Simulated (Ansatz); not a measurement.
Species: dichloro(diethyl)silane, C4H10Cl2Si, charge 0, multiplicity 1. SMILES: CC[Si](Cl)(Cl)CC
Structure (B3LYP-D3(BJ)/def2-TZVP (Ansatz, a program for electronic structure) minimum search):
```xyz
17

C     -1.9974    -1.6848     0.8674
C     -1.3067    -1.1572    -0.3964
Si    -0.0035     0.1301    -0.0575
Cl    -0.9120     1.8010     0.7642
Cl     0.8460     0.6858    -1.8636
C      1.3487    -0.4266     1.0967
C      2.0868    -1.6848     0.6223
H     -1.2850    -2.1579     1.5463
H     -2.7554    -2.4291     0.6180
H     -2.4899    -0.8795     1.4145
H     -0.8242    -1.9735    -0.9428
H     -2.0369    -0.7215    -1.0831
H      2.0453     0.4062     1.2225
H      0.8923    -0.5927     2.0774
H      2.5537    -1.5262    -0.3508
H      1.4095    -2.5361     0.5291
H      2.8720    -1.9670     1.3256
```
Charge 0, spin multiplicity 1.

Quantity: atomisation energy (electronic, to ground-state atoms), in kcal/mol. Valence correlation only, unless marked. Open shells are spin-unrestricted. Spin-orbit coupling is left out. No relativistic terms. The coupled-cluster limit lacks core correlation, which all-electron functionals hold. CBS(X,Y): correlation extrapolated as X^-3; Hartree-Fock from the larger set. [CCSD(T)-MP2]/basis is that difference in the basis named.

```
level                            program  atomisation energy (kcal/mol)
------------------------  --------------  -----------------------------
HF/6-31G*                         Ansatz                         1175.5
revPBE-D3(BJ)/def2-TZVPD  Ansatz + dftd3                         1541.0
CAM-B3LYP/def2-TZVPD              Ansatz                         1544.8
B2PLYP/def2-TZVPD                 Ansatz                         1529.6
```

Q: Estimate the value at RI-MP2/CBS(aug-cc-pV(T+d)Z,aug-cc-pV(Q+d)Z)+[CCSD(T)-MP2]/aug-cc-pV(T+d)Z as computed with Ansatz.

A: 1556.9 kcal/mol, so B2PLYP/def2-TZVPD differs from it by -27.3 kcal/mol.
